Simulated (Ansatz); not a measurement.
A nudged elastic band was laid between two geometries of CH9PSi2 (13 atoms, charge 0, multiplicity 1).

All numbers below come from Ansatz, RKS PBE/def2-SVP.

```yaml
movable_images: 9
climbing_image: yes
spring: 5.0 eV/Å²
optimiser: quadratic models (default)
start_path: IDPP
force_threshold: 0.05 eV/Å
iteration_limit: 60
end_points: relaxed
```

First end point:

```xyz
13
Properties=species:S:1:pos:R:3
C -1.818 0.103 0.934
Si -0.493 -1.190 0.513
Si 1.499 -0.170 -0.234
P 1.066 1.005 -2.155
H -1.457 0.795 1.721
H -2.083 0.702 0.040
H -2.740 -0.390 1.303
H -0.993 -2.118 -0.566
H -0.177 -2.029 1.727
H 2.083 0.691 0.860
H 2.522 -1.221 -0.585
H 2.290 1.764 -2.089
H 0.321 2.023 -1.455
```

Last end point:

```xyz
13
Properties=species:S:1:pos:R:3
C -1.758 0.285 1.197
Si -0.536 -1.043 0.615
Si 1.448 -0.066 -0.206
P 0.881 1.412 -1.867
H -1.332 0.871 2.036
H -1.996 0.988 0.373
H -2.704 -0.178 1.543
H -1.146 -1.866 -0.494
H -0.198 -1.986 1.743
H 2.107 0.743 0.883
H 2.431 -1.119 -0.657
H 2.234 1.561 -2.338
H 0.591 0.364 -2.813
```

(1) Which bonds break or form, and what moves?

(2) Give the energies along the band, and the barrier.

(3) What is the geometry of the highest image?

(4) What are the harmonic wavenumbers there?

The band took 18 iterations and roughly 7 core-minutes.

Results:

(1) No bond is made or broken. The height of P4 over the plane of its neighbours goes from -0.88 to 0.88 Å.

(2) The run converged. The highest image is number 5 of 0 to 10, 99.6 kJ/mol above the first end and 100.6 kJ/mol above the last; the last end lies 0.9 kJ/mol below the first. A vibrational analysis at the climbing image gives one clearly imaginary mode, 699i cm⁻¹: a first-order saddle point.

```
image  path coordinate (Å)  energy (kJ/mol)  height of P4 over the plane of its neighbours (Å)
    0                 0.00              0.0                                              -0.88
    1                 0.59              0.5                                              -0.88
    2                 1.18              2.1                                              -0.88
    3                 1.77              4.1                                              -0.87
    4                 2.36             21.6                                              -0.67
    5                 2.95             99.6                                              -0.04
    6                 3.28             64.3                                               0.34
    7                 3.62             19.6                                               0.66
    8                 3.95              3.8                                               0.81
    9                 4.28             -0.4                                               0.87
   10                 4.62             -0.9                                               0.88
```

(3) 
```xyz
13
Properties=species:S:1:pos:R:3:forces:R:3
C -1.610 0.213 1.211 0.00 0.00 0.00
Si -0.533 -1.149 0.455 0.00 0.00 0.00
Si 1.557 -0.267 -0.192 0.00 0.00 0.00
P 1.097 1.146 -1.813 0.00 0.00 0.00
H -1.173 0.575 2.163 0.00 0.00 0.00
H -1.674 1.071 0.512 0.00 0.00 0.00
H -2.634 -0.160 1.415 0.00 0.00 0.00
H -1.185 -1.722 -0.780 0.00 0.00 0.00
H -0.325 -2.287 1.425 0.00 0.00 0.00
H 2.172 0.562 0.908 0.00 0.00 0.00
H 2.557 -1.343 -0.548 0.00 0.00 0.00
H 1.755 2.372 -2.043 0.00 0.00 0.00
H 0.014 0.954 -2.695 0.00 0.00 0.00
```

(4) 699i, 45, 70, 108, 152, 187, 381, 395, 450, 485, 499, 606, 632, 664, 704, 732, 847, 858, 897, 911, 996, 1211, 1380, 1387, 2110, 2139, 2142, 2147, 2485, 2527, 2980, 3084, 3086 cm⁻¹.

The run took 3.7 min on 2 threads of Intel(R) Xeon(R) Platinum 8488C (Sapphire Rapids) (shared host), peak memory 0.17 GiB.
